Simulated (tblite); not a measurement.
A geometry optimisation, step by step.

Species: C4H9GeN3S.
Numbering: `[CH3:1][S:2][c:3]1[n:4][n:5][n:6]([GeH3:7])[c:8]1[CH3:9]` (hydrogens: H10, H11, H12 on C1; H13, H14, H15 on Ge7; H16, H17, H18 on C9)

Computed with GFN2-xTB (tblite), gas phase: L-BFGS steps from a force-field or distance-geometry start until the largest atomic force falls under 0.01 eV/Å. 4 of its 218 geometries are shown.

Step 0: E = -736.2057 eV, largest atomic force 2.139 eV/Å
```
atom  x, y, z in Å  |  force x, y, z in eV/Å
C1      3.333   -0.586   -0.504   -0.199   0.632  -1.268
S2      2.174   -1.163    0.780    0.163  -0.366   0.630
C3      0.826   -0.024    1.020    0.451   0.632  -0.320
N4      0.736    1.045    1.834   -1.984   0.750  -0.279
N5     -0.465    1.588    1.672    1.772  -1.018  -0.052
N6     -1.139    0.887    0.736    0.213  -0.363   0.064
Ge7    -2.873    1.264    0.129   -0.412   0.800   0.107
C8     -0.354   -0.125    0.314   -0.095  -0.657  -0.693
C9     -0.675   -1.159   -0.697   -1.021  -0.981  -0.282
H10     4.074   -1.387   -0.679   -0.468   0.363   0.476
H11     2.782   -0.461   -1.486    0.508   0.103   1.087
H12     3.845    0.354   -0.212   -0.435  -0.634  -0.170
H13    -3.373    0.165   -0.826    0.395   0.371   0.345
H14    -2.756    2.662   -0.559   -0.054  -0.782   0.301
H15    -3.816    1.362    1.340    0.464  -0.058  -0.378
H16     0.175   -1.849   -0.837   -0.215   0.502   0.097
H17    -0.973   -0.750   -1.684    0.234  -0.019   0.552
H18    -1.528   -1.818   -0.352    0.681   0.725  -0.217
```

Step 72: E = -736.7841 eV, largest atomic force 0.052 eV/Å
```
atom  x, y, z in Å  |  force x, y, z in eV/Å
C1      3.242   -0.303   -0.390    0.012  -0.013   0.020
S2      2.252   -1.249    0.815   -0.021   0.010  -0.001
C3      0.826   -0.220    0.853    0.008  -0.002  -0.015
N4      0.727    0.921    1.564    0.043  -0.005  -0.028
N5     -0.423    1.426    1.362    0.038  -0.020   0.007
N6     -1.125    0.638    0.523    0.027   0.022  -0.025
Ge7    -2.742    1.470    0.203   -0.014  -0.047  -0.009
C8     -0.365   -0.419    0.172   -0.016  -0.013   0.033
C9     -0.794   -1.497   -0.747    0.004   0.008   0.012
H10     4.209   -0.792   -0.436    0.013   0.013  -0.002
H11     2.761   -0.337   -1.364   -0.010   0.020   0.013
H12     3.350    0.720   -0.043   -0.016  -0.013   0.015
H13    -3.499    0.603   -0.756    0.009   0.017   0.026
H14    -2.357    2.782   -0.381   -0.031   0.008  -0.003
H15    -3.374    1.569    1.545   -0.013   0.007  -0.020
H16    -0.037   -2.278   -0.759    0.003   0.008  -0.006
H17    -0.918   -1.103   -1.757   -0.030  -0.021   0.003
H18    -1.740   -1.924   -0.416   -0.006   0.022  -0.021
```

Step 145: E = -736.9383 eV, largest atomic force 0.041 eV/Å
```
atom  x, y, z in Å  |  force x, y, z in eV/Å
C1      3.578   -0.176    0.125    0.017   0.005   0.000
S2      2.213   -1.298   -0.280   -0.017   0.010   0.010
C3      0.882   -0.191   -0.042   -0.017  -0.009  -0.028
N4      1.038    1.092    0.343    0.001  -0.006   0.016
N5     -0.117    1.633    0.439   -0.004  -0.003  -0.012
N6     -1.062    0.734    0.121   -0.010  -0.014  -0.008
Ge7    -2.761    1.416    0.354    0.026  -0.007  -0.005
C8     -0.473   -0.443   -0.193    0.012   0.002   0.014
C9     -1.220   -1.655   -0.601    0.010   0.002   0.008
H10     4.487   -0.769    0.121   -0.014  -0.010  -0.025
H11     3.622    0.606   -0.627    0.014   0.009   0.020
H12     3.402    0.252    1.106   -0.018   0.007  -0.006
H13    -3.693    0.557   -0.442    0.030   0.028  -0.001
H14    -2.633    2.810   -0.135   -0.025  -0.011   0.015
H15    -3.052    1.319    1.816    0.000   0.006  -0.019
H16    -0.542   -2.504   -0.631    0.004  -0.009   0.013
H17    -1.657   -1.522   -1.592    0.003   0.020   0.002
H18    -2.024   -1.856    0.107   -0.011  -0.020   0.006
```

Step 217: E = -736.9587 eV, largest atomic force 0.010 eV/Å
```
atom  x, y, z in Å  |  force x, y, z in eV/Å
C1      3.593   -0.181    0.033   -0.007   0.005   0.005
S2      2.205   -1.310   -0.264    0.001  -0.002  -0.001
C3      0.892   -0.181   -0.044    0.006   0.002  -0.001
N4      1.071    1.129    0.222    0.002   0.004  -0.002
N5     -0.074    1.688    0.327    0.002   0.001   0.005
N6     -1.038    0.773    0.134   -0.001   0.000  -0.002
Ge7    -2.761    1.409    0.259   -0.001   0.003   0.002
C8     -0.469   -0.432   -0.105    0.004   0.000  -0.001
C9     -1.248   -1.663   -0.371    0.002   0.000  -0.003
H10     4.500   -0.761   -0.101    0.000   0.002   0.001
H11     3.543    0.634   -0.683   -0.001  -0.007   0.001
H12     3.524    0.205    1.045    0.002  -0.002  -0.006
H13    -3.433    1.103   -1.040   -0.003  -0.004  -0.005
H14    -2.555    2.849    0.525   -0.001   0.004   0.002
H15    -3.424    0.662    1.373    0.000  -0.001   0.001
H16    -0.594   -2.528   -0.308    0.000  -0.005   0.004
H17    -1.685   -1.627   -1.370   -0.003   0.001   0.000
H18    -2.056   -1.762    0.356   -0.003  -0.002  -0.001
```

Question: Summarise the path.

Answer: The energy falls by 72.65 kJ/mol from step 0 to step 217; nine tenths of that is first reached at step 112. It rises by more than 0.2 meV at step 105. The largest force goes from 2.139 to 0.010 eV/Å. Among the bonds Ge7–H14 changes most, from 1.563 to 1.479 Å; the atoms move by 1.057 Å rms after alignment.

The cost below is that of the whole relaxation. Time: 1.6 s wall. Hardware: one thread of an Arm Neoverse V2, no GPU, on a shared host.
